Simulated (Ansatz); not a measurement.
`[O]=[W]([F])([F])([F])[Cl]` + H₂O → `[O]=[W]([OH])([F])([F])[Cl]` + H–F at 298.15 K and 1 bar (formal hydrolysis of a W–F bond).

Computed with Ansatz on PBE0-D4/def2-TZVP structures; ΔE is electronic, products minus reactants. CCSD(T)/CBS is the MP2 limit (def2-TZVPP, def2-QZVPP) plus CCSD(T) − MP2 in def2-TZVPP, frozen cores. This one scheme is used for every species. def2 core potentials past Kr. For W outer-core shells are correlated without core-valence functions, which leaves a few kJ/mol of doubt a bond. Each species was taken in one conformer, which may not be the lowest.

```csv
species,CCSD(T)/CBS energy (Eh),H − E (kJ/mol),S (J/(mol·K))
`[O]=[W]([F])([F])([F])[Cl]`,-901.52196,52.4,364.8
H₂O,-76.37941,66.4,188.7
`[O]=[W]([OH])([F])([F])[Cl]`,-877.49638,82.0,385.7
H–F,-100.39570,33.5,173.6
```

H − E and S are ideal-gas, rigid-rotor, harmonic terms from PBE0-D4/def2-TZVP, for one conformer and one mirror image of each species. 1 Eh = 2625.50 kJ/mol, R = 8.31446 J/(mol·K).

By hand: ΔE, ΔH, ΔS and ΔG.

ΔE = (-877.49638) + (-100.39570) − (-901.52196) − (-76.37941) = 0.00929 Eh = 24.4 kJ/mol. Δ(H − E) = 82.0 + 33.5 − 52.4 − 66.4 = -3.3, so ΔH = 21.1 kJ/mol. ΔS = 385.7 + 173.6 − 364.8 − 188.7 = 5.8 J/(mol·K). ΔG = 21.1 − 298.15 × (5.8)/1000 = 19.4 kJ/mol.

By hand: the equilibrium constant, and the temperature at which ΔG would vanish if ΔH and ΔS stayed fixed.

log₁₀ K = −ΔG/(RT ln 10) = -3.4. ΔG = 0 at ΔH/ΔS = 3638 K, far beyond where these terms or the molecules hold.

The number of gas molecules stays the same, so ΔS is small and ΔH decides. A doubt of 5 kJ/mol in ΔE shifts log₁₀ K by 0.9 here. Other conformers and mirror images would add mixing entropy, several J/(mol·K) or more a flexible species. These are equilibria of isolated gas molecules and say nothing of rates. Largest T1 diagnostic: 0.021 (customary marks: 0.02 for closed shells, 0.045 for open ones).
